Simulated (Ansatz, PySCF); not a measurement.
Dissociation curve of AgCl, singlet.

Levels: RKS-PBE = Ansatz (a program for electronic structure) with restricted PBE/def2-TZVP, def2 effective core potentials past Kr; UKS-PBE = unrestricted PBE/def2-TZVP, def2 effective core potentials past Kr (Ansatz); UKS-M06-2X = unrestricted M06-2X/def2-TZVP, def2 effective core potentials past Kr (PySCF 2.14.0); UCCSD(T) = CCSD(T) on UHF/def2-TZVP, 5 core orbitals frozen, def2 effective core potentials past Kr run with PySCF.

Energies relative to the lowest point of each curve near equilibrium, in kJ/mol; the last columns give the difference from UCCSD(T):

| R / Å | RKS-PBE | UKS-PBE | UKS-M06-2X | UCCSD(T) | RKS-PBE − UCCSD(T) | UKS-PBE − UCCSD(T) | UKS-M06-2X − UCCSD(T) |
|---|---|---|---|---|---|---|---|
| 1.73 | 397.0 | 397.0 | 455.9 | 421.1 | -24.1 | -24.1 | 34.8 |
| 1.82 | 235.1 | 235.1 | 283.2 | 251.9 | -16.8 | -16.8 | 31.3 |
| 1.94 | 104.0 | 104.0 | 137.6 | 113.1 | -9.1 | -9.1 | 24.5 |
| 2.04 | 44.0 | 44.0 | 66.3 | 48.6 | -4.6 | -4.6 | 17.7 |
| 2.15 | 11.0 | 11.0 | 22.6 | 12.7 | -1.6 | -1.6 | 9.9 |
| 2.21 | 3.0 | 3.0 | 9.7 | 3.7 | -0.7 | -0.7 | 6.0 |
| 2.29 | 0.0 | 0.0 | 1.2 | 0.0 | 0.0 | 0.0 | 1.2 |
| 2.35 | 2.0 | 2.0 | 0.0 | 1.8 | 0.2 | 0.2 | -1.8 |
| 2.43 | 8.8 | 8.8 | 3.4 | 8.7 | 0.1 | 0.1 | -5.2 |
| 2.53 | 21.6 | 21.6 | 13.7 | 22.1 | -0.5 | -0.5 | -8.4 |
| 2.66 | 42.4 | 42.4 | 33.3 | 44.2 | -1.8 | -1.8 | -11.0 |
| 2.83 | 72.4 | 72.4 | 64.5 | 76.8 | -4.5 | -4.5 | -12.3 |
| 3.09 | 117.0 | 117.0 | 115.7 | 127.6 | -10.6 | -10.6 | -11.9 |
| 3.42 | 165.2 | 165.2 | 175.5 | 185.9 | -20.7 | -20.7 | -10.3 |
| 3.78 | 205.1 | 203.2 | 220.1 | 246.4 | -41.2 | -43.2 | -26.3 |
| 4.11 | 231.7 | 224.5 | 245.8 | 277.1 | -45.4 | -52.6 | -31.3 |
| 4.57 | 256.9 | 241.9 | 268.9 | 292.9 | -36.1 | -51.0 | -24.1 |
| 5.05 | 273.3 | 252.1 | 283.2 | 296.9 | -23.6 | -44.8 | -13.7 |
| 5.55 | 283.9 | 258.2 | 291.2 | 298.0 | -14.1 | -39.7 | -6.8 |
| 6.20 | 292.0 | 262.7 | 296.1 | 298.4 | -6.4 | -35.7 | -2.3 |
| 6.82 | 296.5 | 265.0 | 298.4 | 298.5 | -2.0 | -33.5 | -0.1 |
| 8.05 | 301.1 | 267.6 | 300.4 | 298.6 | 2.5 | -30.9 | 1.8 |
| 9.20 | 303.6 | 269.1 | 301.0 | 298.6 | 5.0 | -29.5 | 2.4 |

RKS-PBE is furthest from UCCSD(T) at 4.11 (-45.4 kJ/mol, below); its mean absolute difference over the points is 11.8 kJ/mol.

UKS-PBE is furthest from UCCSD(T) at 4.11 (-52.6 kJ/mol, below); its mean absolute difference over the points is 19.8 kJ/mol.

UKS-M06-2X is furthest from UCCSD(T) at 1.73 (34.8 kJ/mol, above); its mean absolute difference over the points is 12.8 kJ/mol.

The restricted form behind RKS-PBE keeps the bonding electrons paired and can't separate into open-shell fragments. The unrestricted determinant behind UKS-PBE is spin-contaminated at 3.78 to 9.20 Å (<S²> up to 0.8, against 0.00 for a pure singlet). The unrestricted determinant behind UKS-M06-2X is spin-contaminated at 3.42 to 9.20 Å (<S²> up to 1.0, against 0.00 for a pure singlet). The unrestricted determinant behind UCCSD(T) is spin-contaminated at 3.78 to 9.20 Å (<S²> up to 1.0, against 0.00 for a pure singlet).
